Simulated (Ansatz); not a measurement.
Ansatz (a program for electronic structure) input:
A basis named .json is the Basis Set Exchange file of that set.

Ansatz 0.2 input:
```yaml
crystal:
  periodic: [false, false, false]
  atoms:
    - {symbol: C, position_ang: [-2.96875730, -0.09314920, -0.17247785]}
    - {symbol: O, position_ang: [-1.77408394, -0.18986198, -0.95229490]}
    - {symbol: Ge, position_ang: [-0.20167121, -0.03311555, -0.18123455]}
    - {symbol: Br, position_ang: [0.05915163, -1.67361398, 1.42438106]}
    - {symbol: Br, position_ang: [1.34452838, -0.26269055, -1.85120164]}
    - {symbol: Br, position_ang: [-0.02309818, 2.03204981, 0.83879923]}
    - {symbol: H, position_ang: [-3.05002175, 0.88421384, 0.30926314]}
    - {symbol: H, position_ang: [-3.80071793, -0.22079128, -0.86336339]}
    - {symbol: H, position_ang: [-3.01092996, -0.87701879, 0.58757923]}
basis:
  gaussian:
    orbitals: aug-cc-pVQZ
    fitting: {mean_field: def2-universal-jkfit, correlation: aug-cc-pVQZ-RIFIT.json}
magnetization: {spin_polarized: true, initial_magnetization: 2}
correlation: {method: mp2, electrons: outside_noble_gas}
```

Task: Which total energy does the run end on?

Result: -9908.38935 Eh (RI-MP2/aug-cc-pVQZ). The basis has 670 functions.

This state (charge 0, triplet) is run at the relaxed geometry of the species with charge 0 and multiplicity 1, and is a spin state other than that species' own.
